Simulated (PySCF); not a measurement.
CLiN, SMILES [Li][C][N] (connectivity only; charge and spin as stated), neutral, multiplicity 1.

Geometry optimised at B3LYP-D3(BJ)/def2-TZVPD.

Computed with TDA-PBE/def2-TZVPD in PySCF.

Vertical excitations; the highest root listed may be one member of a degenerate set. The molecule is in vacuum. State labels are in the subgroup C2v.

Computed UV-visible absorptions:
| state | symmetry | energy (eV) | λ (nm) | f | main pairs |
|---|---|---|---|---|---|
| S1 | A1 | 4.32 | 287 | 0.024 | HOMO→LUMO 99 % |
| S2 | B1 | 4.67 | 265 | 0.005 | HOMO−2→LUMO (degenerate set) |
| S3 | B2 | 4.67 | 265 | 0.005 | HOMO−1→LUMO (degenerate set) |
| S4 | B1 | 5.57 | 223 | 0.029 | HOMO→LUMO+1 (degenerate set) |
| S5 | B2 | 5.57 | 223 | 0.029 | HOMO→LUMO+2 (degenerate set) |
| S6 | A2 | 5.86 | 212 | 0.000 | HOMO−2→LUMO+2 50 %, HOMO−1→LUMO+1 50 % |
| S7 | A1 | 5.90 | 210 | 0.000 | HOMO−2→LUMO+1, HOMO−1→LUMO+2 (degenerate set) |
| S8 | A2 | 5.90 | 210 | 0.000 | HOMO−1→LUMO+1, HOMO−2→LUMO+2 (degenerate set) |
| S9 | A1 | 6.47 | 192 | 0.102 | HOMO−1→LUMO+2 38 %, HOMO−2→LUMO+1 38 %, HOMO→LUMO+3 7 %, HOMO−1→LUMO+5 6 % |
| S10 | A1 | 6.83 | 182 | 0.000 | HOMO→LUMO+3 64 %, HOMO−3→LUMO 31 % |
| T1 | A1 | 4.17 | 297 | 0 | HOMO→LUMO 100 % |
| T2 | B1 | 4.64 | 267 | 0 | HOMO−2→LUMO (degenerate set) |
| T3 | B2 | 4.64 | 267 | 0 | HOMO−1→LUMO (degenerate set) |
| T4 | B1 | 5.17 | 240 | 0 | HOMO→LUMO+1 98 % |
Triplets are in the Tamm–Dancoff approximation.
